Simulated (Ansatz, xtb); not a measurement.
# A geometry optimisation of ClH4InO2Sn with r2SCAN-D4/def2-SVP

The starting geometry of this gas-phase singlet was built from a drawn formula by distance geometry; its bonds are those of `[OH][Sn]([OH])([Cl])[InH2]`.

```xyz
9

Cl    1.9074   -0.6550    2.5772
In   -1.1337    2.3564    1.1117
O    -1.0834   -1.3246    0.5987
O     1.4058    0.1103   -0.9187
Sn    0.4461   -0.1416    0.7629
H    -1.8119   -1.0147    0.0574
H     0.7698    0.4868   -1.6122
H    -2.1087    3.4047    0.3196
H     0.3917    3.4387    1.3490
```

**Question.** Predict what becomes of its bonds when it is optimised with r2SCAN-D4/def2-SVP.

**Answer.** It keeps its bonds, and is `[OH][Sn]([OH])([Cl])[InH2]`.

The energy falls by 1.66 eV over 23 steps:

```
step  E − E(last) (eV)
   1             1.663
   3             0.462
   6             0.204
   8             0.129
  11             0.071
  13             0.054
  16             0.017
  18             0.005
  21             0.000
  23             0.000
```

Final geometry (Å):

```xyz
9

Cl    1.0994   -0.7458    2.3204
In   -0.7174    2.9253    1.0494
O    -1.2833   -1.0899   -0.0793
O     1.3399    0.3279   -1.0718
Sn    0.0482    0.3001    0.4406
H    -1.2869   -1.7959    0.5851
H     1.4159   -0.5533   -1.4686
H    -2.3900    3.3170    0.9391
H     0.5574    3.9755    1.5307
```

From the same start GFN2-xTB ends elsewhere, differing in In2–O4 (1.96 against 3.93 Å here), In2–Sn5 (4.43 against 2.80 Å here), O4–Sn5 (2.65 against 1.99 Å here).

The end wasn't checked by frequencies. Atoms past krypton carry core potentials, without spin–orbit terms. Run with Ansatz 0.2.0, 55 s on 2 threads of Intel(R) Xeon(R) 6975P-C (Granite Rapids) (shared host).
